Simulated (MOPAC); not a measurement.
A run for MOPAC: PM7 on Te2, 2S+1 = 3, a spin state set in the input, which need not be the lowest, a point of a bond scan (R = 2.553 Å).

```
PM7 1SCF PRECISE CHARGE=0 UHF MS=1 THREADS=1
Te2

Te     0.00000000 1     0.00000000 1     0.00000000 1
Te     0.00000000 1     0.00000000 1     2.55340100 1
```

It printed:

```
*******************************************************************************
 **                                                                           **
 **                              MOPAC v23.2.5                                **
 **                                                                           **
 *******************************************************************************
 ** MOPAC's Digital Object Identifier: https://doi.org/10.5281/zenodo.6511958 **
 **                                                                           **
 ** Please cite the open-source release paper for use of this MOPAC version:  **
 ** J. E. Moussa and J. J. P. Stewart (2026)                                  **
 ** MOPAC: An open-source semiempirical molecular orbital program             **
 ** J. Open Source Softw., 11(119), 8025, https://doi.org/10.21105/joss.08025 **
 *******************************************************************************

                              PM7 CALCULATION RESULTS

 *******************************************************************************
 *  PM7        - The PM7 Hamiltonian to be used
 *  UHF        - UNRESTRICTED HARTREE-FOCK CALCULATION
 *
 *
 *
 *                 CHARGE ON SYSTEM = 0
 *
 *
 *
 *  MS=        - IN MECI, MAGNETIC COMPONENT OF SPIN =  1.0
 *  PRECISE    - TIGHTER CRITERIA TO BE USED
 *  1SCF       - DO 1 SCF AND THEN STOP
 *  THREADS=1  - MULTI-THREADING NOT USED
 *  T=         - A TIME OF 172800.0 SECONDS REQUESTED
 *  DUMP=N     - RESTART FILE WRITTEN EVERY 7200.0 SECONDS REQUESTED
 *******************************************************************************
PM7 1SCF PRECISE CHARGE=0 UHF MS=1 THREADS=1
 Te2

   ATOM   CHEMICAL          X               Y               Z
  NUMBER   SYMBOL      (ANGSTROMS)     (ANGSTROMS)     (ANGSTROMS)

     1      Te          0.00000000  *   0.00000000  *   0.00000000  *
     2      Te          0.00000000  *   0.00000000  *   2.55340100  *



          CARTESIAN COORDINATES

    NO.       ATOM           X           Y           Z

     1        Te          0.0000      0.0000      0.0000
     2        Te          0.0000      0.0000      2.5534

 General Reference for PM7:
 "Optimization of Parameters for Semiempirical Methods VI: More Modifications to the
 NDDO Approximations and Re-optimization of Parameters", J. J. P. Stewart, J. Mol. Mod., 1:32, 19 (2013)
 https://link.springer.com/article/10.1007/s00894-012-1667-x

           Empirical Formula: Te2  =     2 atoms



      MOLECULAR POINT GROUP   :   D*h


          UHF CALCULATION, NO. OF ALPHA ELECTRONS =    7
                           NO. OF BETA  ELECTRONS =    5

 -------------------------------------------------------------------------------
 PM7 1SCF PRECISE CHARGE=0 UHF MS=1 THREADS=1
 Te2



     1SCF WAS SPECIFIED, SO BFGS WAS NOT USED
     SCF FIELD WAS ACHIEVED


                              PM7 CALCULATION
                                                       MOPAC v23.2.5 Linux




          FINAL HEAT OF FORMATION =         43.41716 KCAL/MOL =     181.65741 KJ/MOL


          COSMO AREA              =        110.73 SQUARE ANGSTROMS
          COSMO VOLUME            =        101.67 CUBIC ANGSTROMS

          IONIZATION POTENTIAL    =          7.628315 EV
          ALPHA SOMO LUMO (EV)    =         -8.433  1.048
          BETA  SOMO LUMO (EV)    =         -7.628 -1.258
          NO. OF ALPHA ELECTRONS  =          7
          NO. OF BETA  ELECTRONS  =          5
          MOLECULAR WEIGHT        =        255.2000         POINT GROUP:  D*h

          MOLECULAR DIMENSIONS (Angstroms)

            Atom       Atom       Distance
           Te     2   Te     1     2.55340
           Te     2   Te     1     0.00000
           Te     1   Te     2     0.00000


          SCF CALCULATIONS        =          1





   ATOM   CHEMICAL          X               Y               Z
  NUMBER   SYMBOL      (ANGSTROMS)     (ANGSTROMS)     (ANGSTROMS)

     1      Te          0.00000000  *   0.00000000  *   0.00000000  *
     2      Te          0.00000000  *   0.00000000  *   2.55340100  *

                             CARTESIAN COORDINATES

   1   Te        0.000000000     0.000000000     0.000000000
   2   Te        0.000000000     0.000000000     2.553401000


           Empirical Formula: Te2  =     2 atoms



      MOLECULAR POINT GROUP   :   D*h


          ALPHA EIGENVALUES
 -49.58603 -40.04400 -10.50496  -9.70697  -9.70697  -8.43270  -8.43270   1.04791


           BETA EIGENVALUES
 -46.27636 -36.30450  -9.94071  -7.62831  -7.62831  -1.25810  -1.25810   1.82864


              NET ATOMIC CHARGES AND DIPOLE CONTRIBUTIONS

  ATOM NO.   TYPE          CHARGE      No. of ELECS.   s-Pop       p-Pop
    1         Te          -0.000000        6.0000     1.97228     4.02772
    2         Te           0.000000        6.0000     1.97228     4.02772
 DIPOLE           X         Y         Z       TOTAL
 POINT-CHG.     0.000     0.000     0.000     0.000
 HYBRID        -0.000    -0.000    -0.000     0.000
 SUM           -0.000    -0.000     0.000     0.000


          ATOMIC ORBITAL ELECTRON POPULATIONS

     Atom    s        px        py        pz
    1 Te   1.97228   1.50000   1.50000   1.02772
    2 Te   1.97228   1.50000   1.50000   1.02772


                    (SZ)    =    1.000000
                    (S**2)  =    2.000457


          ATOMIC ORBITAL SPIN POPULATIONS

    Atom   Total    s     px     py     pz
         Atomic
    1 Te  1.0000  0.004  0.500  0.500 -0.004
    2 Te  1.0000  0.004  0.500  0.500 -0.004

 **********************
 *                    *
 * JOB ENDED NORMALLY *
 *                    *
 **********************




 == MOPAC DONE ==
```

The run finished.

Cost: about 0.03 core-seconds (a rough figure).
